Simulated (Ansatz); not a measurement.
Isolated molecules relaxed with PBE0-D4/def2-TZVP in Ansatz; ΔE leaves out vibrations. CBS: MP2 limit from def2 TZ/QZ plus the TZ coupled-cluster correction, frozen cores. Functionals use def2-TZVPP. B3LYP here is the variant with VWN-RPA as its local correlation; programs differ in this. Each species was taken in one conformer, which may not be the lowest.

Reaction (redistribution): `O[Si@H](Cl)C[Si@@H](O)F` + `CC1[SiH2]B1Cl` → `O[Si@H](Cl)C[Si@H](O)Cl` + `CC1[SiH2]B1F`

```csv
level,ΔE (kJ/mol),difference from CCSD(T)/CBS
PBE-D4,9.4,-8.1
r2SCAN-D4,13.8,-3.7
PBE0-D4,9.7,-7.8
B3LYP-D4,11.8,-5.7
ωB97X-V,11.0,-6.5
ωB97M-V,11.6,-5.9
B2PLYP,15.7,-1.8
PBE,10.0,-7.5
r2SCAN,14.0,-3.5
PBE0,10.3,-7.2
B3LYP,12.6,-4.9
HF/def2-TZVPP,11.6,-5.9
MP2/def2-TZVPP,20.8,3.3
SCS-MP2/def2-TZVPP,20.2,2.7
CCSD/def2-TZVPP,16.5,-1.0
CCSD(T)/def2-TZVPP,17.4,-0.1
HF/def2-QZVPP,12.7,-4.8
MP2/def2-QZVPP,21.3,3.8
SCS-MP2/def2-QZVPP,20.4,2.9
HF/CBS(def2),12.8,-4.7
MP2/CBS(def2),20.9,3.4
CCSD/CBS(def2),16.6,-0.9
CCSD(T)/CBS,17.5,0
```

Largest T1 diagnostic among the species: 0.013.

In def2-TZVPP, CCSD(T) changes the Hartree–Fock value by +5.8 kJ/mol (the triples alone add +0.9 kJ/mol) and MP2 by +9.2 kJ/mol.
